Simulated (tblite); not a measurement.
Isomers of C2H11NSi2. Computed values, GFN2-xTB/tblite, gas phase, harmonic and unscaled. Errors from tens to a few hundred cm⁻¹ against measured bands are possible. Modes of hydrogen on silicon can be 10 to 20 % off. One conformer each.

Electronic energies: GFN2-xTB at the same geometries; isomer energies are rough at this level and their order can be wrong.

| SMILES | electronic energy, lowest = 0 (kcal/mol) |
| --- | --- |
| NCC([SiH3])[SiH3] | 43.2 |
| C[Si@@H](N)C[SiH3] | 27.2 |
| N[SiH2]CC[SiH3] | 24.5 |
| CC[SiH2]N[SiH3] | 0.0 |

Task: How do GFN2-xTB zero-point energies change the relative energies?

Result: 
```json
{"SMILES": "CC[SiH2]N[SiH3]", "ZPE (kcal/mol)": "75.7", "of it from modes above 1550 cm⁻¹": "42.4", "electronic (kcal/mol)": "0.0", "with ZPE, lowest = 0 (kcal/mol)": "0.0", "lowest mode (cm⁻¹)": "40", "rings": "0"}
{"SMILES": "N[SiH2]CC[SiH3]", "ZPE (kcal/mol)": "75.5", "of it from modes above 1550 cm⁻¹": "42.8", "electronic (kcal/mol)": "24.5", "with ZPE, lowest = 0 (kcal/mol)": "24.3", "lowest mode (cm⁻¹)": "37", "rings": "0"}
{"SMILES": "C[Si@@H](N)C[SiH3]", "ZPE (kcal/mol)": "76.1", "of it from modes above 1550 cm⁻¹": "44.2", "electronic (kcal/mol)": "27.2", "with ZPE, lowest = 0 (kcal/mol)": "27.5", "lowest mode (cm⁻¹)": "41", "rings": "0"}
{"SMILES": "NCC([SiH3])[SiH3]", "ZPE (kcal/mol)": "74.5", "of it from modes above 1550 cm⁻¹": "43.6", "electronic (kcal/mol)": "43.2", "with ZPE, lowest = 0 (kcal/mol)": "42.0", "lowest mode (cm⁻¹)": "65", "rings": "0"}
```

The zero-point energies span 1.6 kcal/mol, from `NCC([SiH3])[SiH3]` to `C[Si@@H](N)C[SiH3]`. The order is unchanged.

Task: What do entropy and thermal enthalpy add at 298.15 K and 1 bar (rigid rotor, harmonic oscillator, one conformer each)?

Result: 
```csv
SMILES,point group,symmetry number,S (cal/(mol K)),H − H(0) (kcal/mol),ZPE + H − H(0) − TS (kcal/mol)
CC[SiH2]N[SiH3],C1,1,96.2,6.66,53.7
N[SiH2]CC[SiH3],C1,1,93.6,6.43,54.1
C[Si@@H](N)C[SiH3],C1,1,95.8,6.79,54.3
NCC([SiH3])[SiH3],C1,1,91.9,6.35,53.5
```
